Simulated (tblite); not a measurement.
Compound: C2H8Cl2PSi2 (doublet state).
Atom-mapped SMILES: `[SiH2:1][PH:2][Si@@H:3]([Cl:4])[CH2:5][CH2:6][Cl:7]` (hydrogens: H8, H9 on Si1; H10 on P2; H11 on Si3; H12, H13 on C5; H14, H15 on C6)

Computed with GFN2-xTB (tblite), gas phase: L-BFGS steps from a force-field or distance-geometry start until the largest atomic force falls under 0.01 eV/Å.

Step 26: E = -637.6675 eV
```
atom  x, y, z in Å  |  force x, y, z in eV/Å
Si1     2.6672    0.6621    0.7595    0.010   0.005  -0.010
P2      1.7209    0.3876   -1.2375    0.040   0.089  -0.023
Si3    -0.1031   -0.8687   -0.9644   -0.035  -0.167   0.023
Cl4     0.3676   -2.8327   -0.6713   -0.001   0.049   0.000
C5     -1.2390   -0.3795    0.4944    0.057   0.013   0.010
C6     -2.2876    0.6014    0.0294    0.012   0.077  -0.020
Cl7    -1.4784    1.9881   -0.7523    0.042   0.001  -0.036
H8      3.9228   -0.0972    0.8356   -0.004   0.001   0.031
H9      2.9918    2.0858    0.9190   -0.065  -0.036   0.004
H10     2.4945   -0.7096   -1.5614    0.038   0.002  -0.041
H11    -0.8552   -0.8189   -2.2178   -0.031  -0.020  -0.047
H12    -1.7298   -1.2536    0.9184   -0.045  -0.037  -0.025
H13    -0.6466    0.0730    1.2897    0.006   0.042   0.060
H14    -2.8837    1.0077    0.8441   -0.022  -0.005   0.082
H15    -2.9457    0.1624   -0.7187   -0.002  -0.015  -0.008
```

Step 27: E = -637.6698 eV
```
atom  x, y, z in Å  |  force x, y, z in eV/Å
Si1     2.6598    0.6586    0.7543    0.004   0.007  -0.010
P2      1.7195    0.3894   -1.2472    0.009   0.088   0.020
Si3    -0.1015   -0.8745   -0.9650    0.008  -0.149   0.019
Cl4     0.3830   -2.8363   -0.6645   -0.021   0.090  -0.004
C5     -1.2370   -0.3771    0.4907    0.060  -0.018   0.024
C6     -2.2846    0.6072    0.0314    0.016   0.063  -0.025
Cl7    -1.4768    1.9900   -0.7563    0.047   0.024  -0.029
H8      3.9155   -0.1016    0.8320   -0.011   0.018   0.030
H9      2.9749    2.0829    0.9275   -0.056  -0.043   0.001
H10     2.4985   -0.7054   -1.5584    0.051  -0.028  -0.068
H11    -0.8576   -0.8252   -2.2146   -0.040  -0.035  -0.069
H12    -1.7317   -1.2496    0.9118   -0.052  -0.059  -0.008
H13    -0.6426    0.0688    1.2878    0.009   0.055   0.064
H14    -2.8764    1.0101    0.8512   -0.011   0.015   0.068
H15    -2.9471    0.1709   -0.7139   -0.012  -0.028  -0.014
```

**Question.** Estimate the geometry and energy of step 28. (The exact step hangs on the optimiser's Hessian estimate; all steps are aligned on step 27, rigid shifts and turns removed.)

**Answer.** E = -637.6719 eV, largest force 0.102 eV/Å
```
atom  x, y, z in Å  |  force x, y, z in eV/Å
Si1     2.6513    0.6553    0.7497   -0.006  -0.003  -0.007
P2      1.7182    0.3910   -1.2559   -0.026   0.056   0.046
Si3    -0.1000   -0.8830   -0.9659    0.040  -0.069  -0.002
Cl4     0.3994   -2.8380   -0.6573   -0.033   0.086  -0.003
C5     -1.2340   -0.3748    0.4874    0.036  -0.040   0.036
C6     -2.2811    0.6140    0.0332    0.020   0.023  -0.013
Cl7    -1.4743    1.9925   -0.7610    0.044   0.039  -0.015
H8      3.9069   -0.1056    0.8277   -0.012   0.030   0.032
H9      2.9566    2.0792    0.9366   -0.045  -0.035  -0.001
H10     2.5040   -0.7016   -1.5573    0.048  -0.032  -0.084
H11    -0.8612   -0.8323   -2.2126   -0.035  -0.052  -0.069
H12    -1.7345   -1.2464    0.9043   -0.043  -0.055   0.007
H13    -0.6382    0.0656    1.2870    0.004   0.050   0.051
H14    -2.8687    1.0127    0.8595    0.015   0.031   0.028
H15    -2.9490    0.1793   -0.7089   -0.007  -0.028  -0.006
```

The energy changes by -0.0021 eV. The first-order estimate −F·Δx gives -0.0030 eV and the mean of the old and new forces, exact on a quadratic surface, -0.0021 eV. The step makes an angle of 76° with the force vector and moves no atom by more than 0.021 Å.

The cost below is that of the whole relaxation. Hardware: one thread, AMD EPYC 7B13 (x86_64) (shared host). Cost: 1.6 s wall.
